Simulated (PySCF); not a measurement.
# What a mistake does to a calculation on CClGeH3

Calculated results; nothing here was measured. They come from PySCF 2.14.0, an open-source quantum chemistry program, on an isolated molecule that a program drew, which may never have been made. The molecule is CClGeH3 (charge 0, singlet), drawn as the SMILES string `[CH3][Ge][Cl]`.

Each row is a Hartree-Fock (HF) and frozen-core CCSD(T) single point in the cc-pV(D+d)Z basis, meant for a local HF minimum. Run 1 is clean. Each other run has one planted mistake out of seven kinds, and not every kind appears here: one electron removed, one electron added, multiplicity raised by two, geometry at a saddle point, minimal basis STO-3G, one bond length entered in bohr, all coordinates scaled. The reference is restricted for singlets and unrestricted otherwise, and also for a bond in bohr. Adding or removing an electron swaps singlet and doublet. Electrons count all cores. HOMO and LUMO are orbital energies over both spins, the gradient is its largest component, and the lowest frequency (negative if imaginary) is given only where the gradient is small. Bond lengths are over the 5 bonds as drawn. T1 is the CCSD diagnostic: over 0.02 (restricted) or 0.045 (unrestricted) a single reference is doubtful. Germanium has the cc-pVDZ-PP basis, with a core potential (ECP10MDF) in place of its 10 inner electrons, and its 3s, 3p and 3d shells are frozen in CCSD(T).

Geometry of the clean run:
```xyz
6
CClGeH3, angstrom
C    -0.0625    0.0563    1.3688
Ge   -1.5108    0.2079    2.7237
Cl   -1.8972    2.3834    2.4363
H     0.7588    0.7328    1.6250
H    -0.4404    0.3549    0.3859
H     0.3157   -0.9679    1.3151
```

| run | electrons | basis functions | <S^2> | HOMO (eV) | LUMO (eV) | gradient (hartree/bohr) | lowest frequency (cm^-1) | mean bond (Å) | longest bond (Å) | T1 | HF (hartree) | CCSD(T) (hartree) | mistake |
|---|---|---|---|---|---|---|---|---|---|---|---|---|---|
| 1 | 58 | 75 | 0.000 | -9.30 | 0.41 | 1.8e-05 | 100 | 1.4999 | 2.228 | 0.0130 | -792.53259 | -792.94287 | no fault |
| 2 | 57 | 75 | 0.783 | -17.16 | -7.40 | 5.6e-02 | - | 1.4999 | 2.228 | 0.0271 | -792.22596 | -792.61653 | one electron removed |
| 3 | 58 | 75 | 2.014 | -7.73 | -0.69 | 1.9e-02 | - | 1.4999 | 2.228 | 0.0166 | -792.47919 | -792.87068 | multiplicity raised by two |
| 4 | 58 | 75 | 0.000 | -9.49 | 0.11 | 3.1e-02 | - | 1.5749 | 2.340 | 0.0143 | -792.52199 | -792.93632 | ? |

**Which mistake was planted in run 4, and what did it cost?**

The mean and the longest bond both change by the same factor, 1.050, and the gradient is no longer small. So the mistake is: all coordinates scaled. Subtracting run 1 and multiplying by 627.51 kcal/mol a hartree, the energy moved by 6.7 kcal/mol in HF and 4.1 kcal/mol in CCSD(T).

